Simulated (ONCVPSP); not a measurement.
**Before and after: ONCV potential for Ar (Z = 18)**

```json
{
 "Element": "Ar",
 "Generator": "ONCVPSP 4.0.1",
 "Type": "optimised norm-conserving Vanderbilt (ONCV)",
 "Functional": "PBE",
 "Relativity": "scalar-relativistic",
 "Frozen core": "[Ne]",
 "Valence charge": "8",
 "Reference configuration": "3s2 3p4 (charge +2)",
 "Partial waves": "3s: rc 1.05 bohr, ncon 4, nbas 7, qcut 6.6 1/bohr, 1 projector; 3p: rc 1.05 bohr, ncon 4, nbas 9, qcut 7.1 1/bohr, local",
 "Local potential": "the p channel",
 "Core correction": "Teter function, fcfact 4.25, rcfact 1.7"
}
```

All-electron outer shells of the reference configuration (PBE, scalar-relativistic, ld1.x):

| shell | level (eV) | outermost node (bohr) | outermost maximum (bohr) |
| --- | --- | --- | --- |
| 2s | -327.01 | 0.12 | 0.34 |
| 2p | -260.01 | – | 0.28 |
| 3s | -50.55 | 0.51 | 1.14 |
| 3p | -35.42 | 0.48 | 1.23 |

Change: core correction Teter function, fcfact 4.25, rcfact 2.04.

Cutoffs: the cutoffs (Ha) at which the residual kinetic energy of the hardest occupied pseudo-wave falls to 1 and 0.1 mHa per electron; they do not see the model core or the augmentation charge, which bear on the density cutoff. Errors are all-electron minus pseudo energies relative to the spin-unpolarised reference configuration.

Q: Predict the effect on cutoff, ghosts and configuration errors.

A: The potential gets neither clearly harder nor softer (20 Ha and 134 Ha → 20 Ha and 134 Ha); of the 4 tests that both files solve, the error grows in 4 and shrinks in 0 by more than 15 % and 0.3 meV (median size 12.2 → 38.8 meV); neither file shows a bound ghost. A model core, the more so a compact one, raises the density cutoff, which this test does not measure.

```csv
quantity,base,changed
"cutoff, loose",20 Ha,20 Ha
"cutoff, tight",134 Ha,134 Ha
bound ghosts,none,none
GHOST(+) flags under 300 eV,none,none
"error for 3s2 3p6, meV [ΔE -44.72 eV]",+24,-57
"error for 3s2 3p5, meV [ΔE -28.66 eV]",+8.5,-19
"error for 3s2 3p3, meV [ΔE 42.58 eV]",+3.5,-41
"error for 3s2 3p5.5, meV [ΔE -38.17 eV]",+16,-37
s: phases at 1.06 bohr within 0.05 rad from the reference energy up to (Ha; the scan ends near 5),4.0,4.0
p: phases at 1.06 bohr within 0.05 rad from the reference energy up to (Ha; the scan ends near 5),to the end of the scan,to the end of the scan
"rms error of d²Exc/dni dnj with the model core, mHa",4.18,9.46
```
